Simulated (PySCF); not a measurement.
Mean polarisability (bohr³) of eight boron compounds: PBE beside r2SCAN, computed with PySCF for isolated molecules in the bases named; differences from unrounded values. The eight are the first of their class met in an unordered collection, after screening for sound electronic states; none was chosen by its value. Each molecule has one DFT geometry for both levels.

```json
[
 {"molecule": "C3H7BO2, SMILES B(OC)(C)C=O", "basis": "def2-TZVP", "r2SCAN": "57.4", "PBE": "59.1", "difference": "1.7"},
 {"molecule": "C₃H₅BO, SMILES OB1C=CC1", "basis": "def2-TZVP", "r2SCAN": "50.6", "PBE": "51.7", "difference": "1.1"},
 {"molecule": "C₃H₇BFN, SMILES CB(N)/C=C\\F", "basis": "def2-TZVP", "r2SCAN": "60.0", "PBE": "61.4", "difference": "1.5"},
 {"molecule": "C3H7BF2O, SMILES CC[C@@H](F)B(O)F", "basis": "def2-TZVP", "r2SCAN": "54.3", "PBE": "55.9", "difference": "1.6"},
 {"molecule": "C2H6BFO2, SMILES OCB(F)CO", "basis": "def2-TZVP", "r2SCAN": "46.8", "PBE": "48.4", "difference": "1.6"},
 {"molecule": "cyanomethylboronic acid (C2H4BNO2), SMILES N#CCB(O)O", "basis": "def2-TZVP", "r2SCAN": "47.0", "PBE": "48.3", "difference": "1.4"},
 {"molecule": "C4H5BO, SMILES C#CB1COC1", "basis": "def2-TZVP", "r2SCAN": "63.7", "PBE": "65.9", "difference": "2.2"},
 {"molecule": "C3H6BFO2, SMILES C=C(OC)B(O)F", "basis": "def2-TZVP", "r2SCAN": "58.7", "PBE": "60.4", "difference": "1.7"}
]
```

PBE lies below r2SCAN in 0 and above it in 8 of the eight; the mean signed difference is 1.6 and the largest 2.2 bohr³.
